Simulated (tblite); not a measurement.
Isomers of C7H9ClNP. Calculated harmonic vibrations of the isolated species, GFN2-xTB (tblite), most abundant isotopes, no scaling. This tight-binding method is rough: wavenumbers can miss measured ones by several per cent, in bad cases by 10 to 20. One conformer each.

Electronic energies: GFN2-xTB at the same geometries; isomer energies are rough at this level and their order can be wrong.

| SMILES | electronic energy, lowest = 0 (kJ/mol) |
| --- | --- |
| CN(C)c1ccpc(Cl)c1 | 18.2 |
| CC(C)c1cnc(Cl)cp1 | 0.0 |
| CN(C)c1ccc(Cl)cp1 | 6.7 |

Problem. How do GFN2-xTB zero-point energies change the relative energies?

Solution. 
| SMILES | ZPE (kJ/mol) | of it from modes above 1550 cm⁻¹ | electronic (kJ/mol) | with ZPE, lowest = 0 (kJ/mol) | lowest mode (cm⁻¹) | rings |
| --- | --- | --- | --- | --- | --- | --- |
| CC(C)c1cnc(Cl)cp1 | 377.7 | 162.7 | 0.0 | 0.0 | 40 | 1 |
| CN(C)c1ccc(Cl)cp1 | 374.9 | 161.7 | 6.7 | 4.0 | 6 | 1 |
| CN(C)c1ccpc(Cl)c1 | 376.4 | 171.5 | 18.2 | 16.9 | 21 | 1 |

The zero-point energies span 2.8 kJ/mol, from `CN(C)c1ccc(Cl)cp1` to `CC(C)c1cnc(Cl)cp1`. The order is unchanged.
